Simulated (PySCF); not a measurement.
Point-charge models of `CP(CP)C1CCCC1` against its computed dipole.

Coordinates (GFN2-xTB, Å) and charges (e) from the PBE0/pcSseg-1 density (PySCF):

```json
{"atom": "C1", "x": "1.799", "y": "-1.406", "z": "0.946", "Mulliken": "-0.4690", "IAO": "-0.6078", "Hirshfeld": "-0.1683", "ESP-fitted": "-0.0459"}
{"atom": "P2", "x": "1.303", "y": "0.287", "z": "0.389", "Mulliken": "+0.3538", "IAO": "+0.4871", "Hirshfeld": "+0.1543", "ESP-fitted": "-0.4994"}
{"atom": "C3", "x": "1.990", "y": "0.217", "z": "-1.345", "Mulliken": "-0.6670", "IAO": "-0.6191", "Hirshfeld": "-0.1602", "ESP-fitted": "+0.1102"}
{"atom": "P4", "x": "3.808", "y": "0.584", "z": "-1.457", "Mulliken": "+0.1193", "IAO": "+0.1931", "Hirshfeld": "+0.0600", "ESP-fitted": "-0.4400"}
{"atom": "C5", "x": "-0.470", "y": "-0.093", "z": "-0.047", "Mulliken": "-0.5364", "IAO": "-0.2810", "Hirshfeld": "-0.0702", "ESP-fitted": "+0.2818"}
{"atom": "C6", "x": "-1.325", "y": "-0.328", "z": "1.199", "Mulliken": "-0.1677", "IAO": "-0.2609", "Hirshfeld": "-0.0747", "ESP-fitted": "+0.0904"}
{"atom": "C7", "x": "-2.764", "y": "-0.139", "z": "0.710", "Mulliken": "-0.2069", "IAO": "-0.2652", "Hirshfeld": "-0.0686", "ESP-fitted": "-0.3188"}
{"atom": "C8", "x": "-2.674", "y": "0.816", "z": "-0.495", "Mulliken": "-0.2059", "IAO": "-0.2666", "Hirshfeld": "-0.0682", "ESP-fitted": "+0.0364"}
{"atom": "C9", "x": "-1.179", "y": "1.091", "z": "-0.708", "Mulliken": "-0.1720", "IAO": "-0.2618", "Hirshfeld": "-0.0746", "ESP-fitted": "-0.1484"}
{"atom": "H10", "x": "1.335", "y": "-1.606", "z": "1.909", "Mulliken": "+0.1510", "IAO": "+0.1558", "Hirshfeld": "+0.0434", "ESP-fitted": "+0.0750"}
{"atom": "H11", "x": "2.879", "y": "-1.442", "z": "1.077", "Mulliken": "+0.1511", "IAO": "+0.1528", "Hirshfeld": "+0.0380", "ESP-fitted": "+0.0340"}
{"atom": "H12", "x": "1.494", "y": "-2.165", "z": "0.226", "Mulliken": "+0.1299", "IAO": "+0.1375", "Hirshfeld": "+0.0380", "ESP-fitted": "+0.0296"}
{"atom": "H13", "x": "1.794", "y": "-0.754", "z": "-1.814", "Mulliken": "+0.1629", "IAO": "+0.1440", "Hirshfeld": "+0.0369", "ESP-fitted": "+0.0653"}
{"atom": "H14", "x": "1.486", "y": "0.984", "z": "-1.943", "Mulliken": "+0.1816", "IAO": "+0.1575", "Hirshfeld": "+0.0406", "ESP-fitted": "+0.1083"}
{"atom": "H15", "x": "3.781", "y": "1.664", "z": "-0.578", "Mulliken": "+0.0441", "IAO": "-0.0188", "Hirshfeld": "-0.0196", "ESP-fitted": "+0.1615"}
{"atom": "H16", "x": "4.211", "y": "-0.282", "z": "-0.441", "Mulliken": "+0.0209", "IAO": "-0.0324", "Hirshfeld": "-0.0181", "ESP-fitted": "+0.1844"}
{"atom": "H17", "x": "-0.514", "y": "-0.972", "z": "-0.704", "Mulliken": "+0.1331", "IAO": "+0.1177", "Hirshfeld": "+0.0303", "ESP-fitted": "-0.0222"}
{"atom": "H18", "x": "-1.076", "y": "0.427", "z": "1.949", "Mulliken": "+0.1237", "IAO": "+0.1295", "Hirshfeld": "+0.0313", "ESP-fitted": "+0.0343"}
{"atom": "H19", "x": "-1.168", "y": "-1.312", "z": "1.640", "Mulliken": "+0.1278", "IAO": "+0.1338", "Hirshfeld": "+0.0370", "ESP-fitted": "-0.0151"}
{"atom": "H20", "x": "-3.402", "y": "0.259", "z": "1.497", "Mulliken": "+0.1195", "IAO": "+0.1370", "Hirshfeld": "+0.0376", "ESP-fitted": "+0.0831"}
{"atom": "H21", "x": "-3.179", "y": "-1.099", "z": "0.400", "Mulliken": "+0.1166", "IAO": "+0.1328", "Hirshfeld": "+0.0353", "ESP-fitted": "+0.0807"}
{"atom": "H22", "x": "-3.221", "y": "1.741", "z": "-0.318", "Mulliken": "+0.1197", "IAO": "+0.1371", "Hirshfeld": "+0.0375", "ESP-fitted": "+0.0196"}
{"atom": "H23", "x": "-3.100", "y": "0.346", "z": "-1.382", "Mulliken": "+0.1171", "IAO": "+0.1338", "Hirshfeld": "+0.0356", "ESP-fitted": "+0.0178"}
{"atom": "H24", "x": "-0.887", "y": "2.011", "z": "-0.197", "Mulliken": "+0.1245", "IAO": "+0.1307", "Hirshfeld": "+0.0305", "ESP-fitted": "+0.0736"}
{"atom": "H25", "x": "-0.932", "y": "1.195", "z": "-1.763", "Mulliken": "+0.1285", "IAO": "+0.1333", "Hirshfeld": "+0.0365", "ESP-fitted": "+0.0040"}
```

Compute μ = Σ q r for each scheme (1 e·Å = 4.803 D) and compare with the dipole of the full density.

The full density gives (-1.54, -1.05, 0.31) D, 1.89 D in size; dipole vectors point from the negative to the positive end.

| scheme | μx | μy | μz | size (D) | share of the full size (%) | angle to the full dipole (°) |
| --- | --- | --- | --- | --- | --- | --- |
| Mulliken | 0.41 | 0.76 | 1.19 | 1.47 | 78 | 112 |
| IAO | 0.36 | 1.14 | 0.50 | 1.29 | 68 | 131 |
| Hirshfeld | -0.12 | 0.25 | 0.12 | 0.30 | 16 | 94 |
| ESP-fitted | -1.49 | -1.12 | 0.27 | 1.88 | 100 | 3 |

Which set comes closest?

Length of the difference vector: ESP-fitted 0.09 D, Hirshfeld 1.93 D, Mulliken 2.79 D, IAO 2.90 D. Closest: ESP-fitted. ESP charges are fitted to the potential around the molecule, whose slowest-falling term is the dipole's. 

What is left for the Hirshfeld atoms' own dipoles?

The Hirshfeld atoms' densities add up to the full density, so μ = Σ q r + Σ (atomic dipoles). The atomic dipoles sum to (-1.54, -1.05, 0.31) − (-0.12, 0.25, 0.12) = (-1.42, -1.30, 0.19) D, 1.93 D in size.

With the origin at the mean of the coordinates, (0.000, 0.001, -0.050) Å, which are the largest single terms, by size, of the IAO dipole along the direction of the full one?

C3 +5.80, P4 -3.39, C7 -3.12, P2 -2.69, C8 -2.11 D; all 25 atoms together -0.84 D. The single terms depend on the origin, their sum doesn't.

Give the size of the full dipole in other units.

1.89 D = 0.742 au = 0.393 e·Å = 6.29 × 10⁻³⁰ C·m.

Isolated species at its GFN2-xTB geometry (one conformer only). GFN2-xTB frequencies show an imaginary mode (41i cm⁻¹), so this geometry is no minimum at that level.
